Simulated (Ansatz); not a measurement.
Geometry optimisation, RHF/def2-SVP (Ansatz 0.2.0).

Input:

```yaml
crystal:
  periodic: [false, false, false]
  atoms:
    - { symbol: Sn, position_ang: [-0.149467, 0.11056, -0.052051] }
    - { symbol: O, position_ang: [-0.144832, -0.057246, 1.91305] }
    - { symbol: H, position_ang: [-0.861482, 0.317748, 2.400932] }
    - { symbol: H, position_ang: [1.470942, 0.320402, -0.508474] }
    - { symbol: H, position_ang: [-1.084133, 1.505298, -0.3982] }
    - { symbol: H, position_ang: [-0.885744, -1.275968, -0.708018] }
    - { symbol: Cl, position_ang: [1.741512, -2.647039, 1.32432] }
    - { symbol: H, position_ang: [1.154304, -1.818255, 2.172339] }
basis:
  gaussian: { orbitals: def2-SVP }
hamiltonian:
  xc: hf
relax:
  f_tol: 0.03
  max_steps: 50
output:
  orbitals: {}
```

Run as:

```bash
$ ansatz run input.yaml --threads 1 --pin off --max-ram 2048MiB --backend cpu --events-out ev --progress --plain --runs-dir out
```

Q: Where does it end, and by what steps?

A: It converged. The force dipped under the threshold on the way, but the program's further checks kept it going. After 22 steps the energy has fallen by 0.122 eV; Cl7 moved furthest, 0.87 Å.

```csv
step,energy less start (eV),largest force component (eV/Å),accepted
0,0.0000,0.965,yes
1,-0.0272,1.185,yes
2,-0.0889,0.220,yes
3,-0.0837,0.688,no
4,-0.1061,0.376,yes
5,-0.1159,0.103,yes
6,-0.1196,0.036,yes
7,-0.1199,0.034,yes
8,-0.1206,0.043,yes
9,-0.1205,0.136,no
10,-0.1209,0.007,yes
11,-0.1191,0.330,no
12,-0.1210,0.027,yes
13,-0.1206,0.111,no
14,-0.1211,0.037,yes
15,-0.1212,0.050,yes
16,-0.1213,0.046,yes
17,-0.1214,0.048,yes
18,-0.1215,0.052,yes
19,-0.1216,0.086,yes
20,-0.1217,0.076,yes
21,-0.1219,0.025,yes
22,-0.1218,0.029,yes
```

```xyz
8
Properties=species:S:1:pos:R:3
Sn -0.241 0.230 -0.202
O -0.046 -0.327 1.700
H -0.747 -0.133 2.305
H 1.355 0.309 -0.776
H -1.035 1.742 -0.196
H -1.175 -0.958 -0.989
Cl 1.982 -2.696 2.162
H 1.148 -1.712 2.140
```

Whether the end is a true minimum wasn't checked by a vibrational analysis.

Run time: 48 s on 1 thread of AMD EPYC 7R43 64-Core Processor (Zen 3), on a shared host, peak memory 0.18 GiB.
